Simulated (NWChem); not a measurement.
Species: Si$_{2}$H$_{5}$O$_{2}$Cl; SMILES O[SiH](O)[SiH2]Cl

```xyz
10

O      1.4140     1.4462     0.5786
Si    -0.2158     1.4110     0.2600
O     -0.6112     1.8200    -1.3023
Si    -0.8570    -0.8362     0.4654
Cl     0.8804    -1.8497    -0.1361
H      1.8947     0.6668     0.2719
H     -0.8267     2.3613     1.2301
H     -0.4155     2.7199    -1.5837
H     -1.9803    -1.2832    -0.4063
H     -1.1421    -1.2452     1.8726
```
Atoms are numbered in this order, from 1.

Program: NWChem. Pople sets run with spherical d functions. Structure relaxed at the PBE0/def2-SVP level. B3LYP is NWChem's, with the RPA form of VWN correlation. Atomic charges in e: unrestrained fits to the electrostatic potential beside Mulliken populations; buried atoms are poorly determined by the fit.

For level Hartree-Fock/6-31G*:

```yaml
ESP O1: -0.75
Mulliken O1: -0.90
ESP Si2: 0.94
Mulliken Si2: 1.12
ESP O3: -0.84
Mulliken O3: -0.90
ESP Si4: 0.42
Mulliken Si4: 0.51
Mulliken Cl5: -0.41
```

Question: Estimate the same quantities for level B3LYP/def2-SVP.

Answer: 
* **ESP O1**: -0.64
* **Mulliken O1**: -0.39
* **ESP Si2**: 0.80
* **Mulliken Si2**: 0.61
* **ESP O3**: -0.72
* **Mulliken O3**: -0.39
* **ESP Si4**: 0.27
* **Mulliken Si4**: 0.35
* **Mulliken Cl5**: -0.28
